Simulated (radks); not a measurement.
The numbers below are computed, except where a source is named.
Question: Sm40+, 22 electrons, occupied as [Ar] 3d2 4s2 (not the ground configuration). Level of theory: Dirac Kohn-Sham, BLYP, spin-unpolarised, spherical densities, finite nucleus; open shells fill j = l - 1/2 first; Fermi nuclear charge, rms radius 5.0819 fm (a radial shooting solver on a logarithmic mesh with Libxc functionals). Some entries of the table are withheld. Estimate them.

orbital  occ.  eigenvalue (Ry)  <r> (bohr)  <1/r> (bohr^-1)
1s1/2       2        -3594.525     0.02274            68.81
2s1/2       2        -723.4383     0.09579              (1)
2p1/2       2        -695.7213     0.08013            16.42
2p3/2       4        -650.8464     0.08659            14.65
3s1/2       2        -263.4478      0.2388            6.425
3p1/2       2              (2)      0.2266            6.355
3p3/2       4              (3)      0.2370            5.896
3d3/2       2        -225.3903         (4)            5.775
3d5/2       0        -222.8929         (5)            5.659
4s1/2       2        -132.6160      0.4618            3.261
4p1/2       0              (6)      0.4551            3.216
4p3/2       0              (7)      0.4696            3.049
5s1/2       0        -80.22853      0.7671            1.944

Answer: 
(1) 2s1/2 <1/r> (bohr^-1): 16.48
(2) 3p1/2 eigenvalue (Ry): -252.6448
(3) 3p3/2 eigenvalue (Ry): -241.9297
(4) 3d3/2 <r> (bohr): 0.2060
(5) 3d5/2 <r> (bohr): 0.2092
(6) 4p1/2 eigenvalue (Ry): -127.9682
(7) 4p3/2 eigenvalue (Ry): -124.1511
